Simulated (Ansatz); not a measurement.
`[SiH3][Si]1(P)CC1` at its PBE0-D4/def2-TZVP geometry, where that method's forces vanish. The species carries charge 0 and has multiplicity 1.

```xyz
14

Si   -1.9006   -0.1425    1.2725
Si    0.1488   -0.2082    0.1895
P     1.6618   -1.6964    0.9292
C     0.2426    0.4723   -1.5404
C     0.8116    1.4047   -0.4643
H    -2.7000    0.9614    0.6746
H    -2.6447   -1.4200    1.1032
H    -1.7337    0.1105    2.7286
H     2.5760   -1.3877   -0.1141
H     1.0999   -2.7984    0.2290
H     0.9577    0.0329   -2.2285
H    -0.6703    0.7950   -2.0308
H     0.2642    2.3217   -0.2732
H     1.8867    1.5547   -0.4754
```

Task: What forces (eV/Å) does PBE-D4/def2-TZVPP give on these atoms in the Gaussian-basis code of Ansatz? (Best estimate.)

Result: Ansatz gave: 
```
Si1  0.103 -0.010 -0.040
Si2 -0.140 -0.221  0.208
P3   0.056  0.021  0.373
C4  -0.024  0.035 -0.137
C5   0.058  0.122 -0.014
H6  -0.086  0.111 -0.058
H7  -0.084 -0.126 -0.012
H8   0.004  0.026  0.152
H9   0.122  0.033 -0.174
H10 -0.070 -0.158 -0.126
H11  0.131 -0.104 -0.137
H12 -0.183  0.054 -0.104
H13 -0.102  0.183  0.054
H14  0.213  0.035  0.015
```
